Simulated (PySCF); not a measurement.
## Sb: ionisation energy

Sb [Kr] 4d10 5s2 5p3 (4S) → Sb⁺ [Kr] 4d10 5s2 5p2 (3P), as a difference of total energies. Computed with PySCF 2.14 in x2c-SVPall, with the spin-free X2C one-electron Hamiltonian (Gaussian nucleus). Correlated levels: valence: [Kr] 4d10 frozen. The calculations carry no spin-orbit coupling.

```
           method  ionisation energy (eV)  error (eV)
              UHF                   8.574      -0.550
             TPSS                   8.977      -0.147
            B3LYP                   8.916      -0.208
    MP2 (valence)                   8.859      -0.265
SCS-MP2 (valence)                   8.761      -0.363
   CCSD (valence)                   8.825      -0.299
CCSD(T) (valence)                   8.828      -0.296
```

Reference: 9.124 eV (measured; NIST levels, between the centres of gravity of the two terms).

Errors of the correlated levels include the incompleteness of this basis and the frozen core.
